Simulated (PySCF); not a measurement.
Geometry (Å), atoms numbered from 1 in this order:
```xyz
13

F     3.010    0.776   -1.026
B     2.102    0.350   -0.168
F     2.535    0.018    1.034
C     0.602    0.216   -0.576
C    -0.364   -0.009    0.575
C    -1.763   -0.325    0.117
F    -2.560   -0.551    1.184
F    -1.761   -1.450   -0.641
H     0.558   -0.644   -1.272
H     0.320    1.088   -1.191
H    -0.416    0.874    1.231
H    -0.036   -0.850    1.207
H    -2.216    0.484   -0.487
```

Geometry: PBE0-D3(BJ)/def2-SVP; GIAO absolute shieldings from PySCF, gas phase, non-relativistic, averaged over equivalent atoms.

At PBE0/pcSseg-1 (161 basis functions, 16 s wall time on 1 thread of an Arm Neoverse V1, shared host):
```tsv
atoms	σ (ppm)
F1/F3	241.0
F7/F8	312.4
B2	70.8
C6	64.2
C5	154.3
C4	177.1
H13	25.71
H11/H12	29.61
H9/H10	30.29
```

**Question.** Estimate the result of repeating the calculation with KT2/pcSseg-2.

**Answer.** 
| atoms | σ at KT2/pcSseg-2 | change |
| --- | --- | --- |
| F1/F3 | 233.9 | -7.1 |
| F7/F8 | 289.5 | -22.9 |
| B2 | 71.9 | +1.1 |
| C6 | 57.7 | -6.5 |
| C5 | 150.0 | -4.3 |
| C4 | 174.6 | -2.5 |
| H13 | 25.35 | -0.36 |
| H11/H12 | 29.41 | -0.20 |
| H9/H10 | 30.06 | -0.23 |

The largest change is at F7/F8 (fluorine of a CF2 group). Cost: 358 basis functions, 87 s wall time on 1 thread of an Arm Neoverse V1, shared host. The order of the carbon signals is the same at both levels.

A carbon bonded to boron is broadened by the quadrupolar boron nucleus and is often missing from a measured spectrum.
